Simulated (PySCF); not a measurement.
## BrSiN, singlet: computed properties

These are results of PBE0 in PySCF with Si def2-TZVP, N def2-TZVP, Br def2-TZVP; no relativity; density-fitted integrals, not measurements.

The structure is a minimum.

Z-matrix (Å, degrees; charge 0 multiplicity 1):
```
Si
N  1 1.5586
Br 1 2.1708 2 180.00
```

```json
{"Point group": "C∞v", "Bond lengths": "Si–Br 2.171 Å, Si–N 1.559 Å", "Bond angles": "Br–Si–N 180.0°", "Highest occupied level": "-7.76 eV", "Rotational symmetry number": "1", "Principal polarisabilities": "39.5, 39.5, 84.6 bohr³", "Principal quadrupole moments (Buckingham, traceless) about the centre of mass": "-13.95, 6.97, 6.97 D Å", "Atomisation energy without zero-point energy": "677 kJ/mol", "Lowest empty level": "-3.39 eV", "Entropy at 298.15 K and 1 bar": "272.3 J/(mol K)", "Zero-point energy": "11.4 kJ/mol", "Rotational constants": "0.07626 cm⁻¹", "Dipole moment": "4.62 D", "Heat capacity Cp at 298.15 K": "52.1 J/(mol K)", "Enthalpy at 298.15 K above 0 K": "13.15 kJ/mol"}
```

Harmonic modes (masses in u: Si 27.977, N 14.003, Br 78.918):
| symmetry | ω (cm⁻¹) | IR (km/mol, summed over degenerate members) |
| --- | --- | --- |
| π | 125 | 29.3 |
| σ+ | 394 | 31.7 |
| σ+ | 1264 | 18.1 |

In C∞v the vibrations span π + 2σ+.

Charges (e):
```csv
atom,Mulliken,Löwdin,polar tensor,Mayer order to Si1
Si1,0.34,-0.02,0.57,–
N2,-0.34,-0.29,-0.32,2.98
Br3,0.00,0.31,-0.25,1.28
```

Mulliken populations on Si1: s 5.12, p 8.16, d 0.31, f 0.07.

Counting electrons, silicon keeps none of its valence electrons outside its bonds, so the VSEPR class is AX2 and the expected shape is linear; with unlike ligands the computed point group is C∞v.

Other isomers or separated fragments may lie lower.

The final relaxation and frequency run took about 50 core-seconds on a shared host.
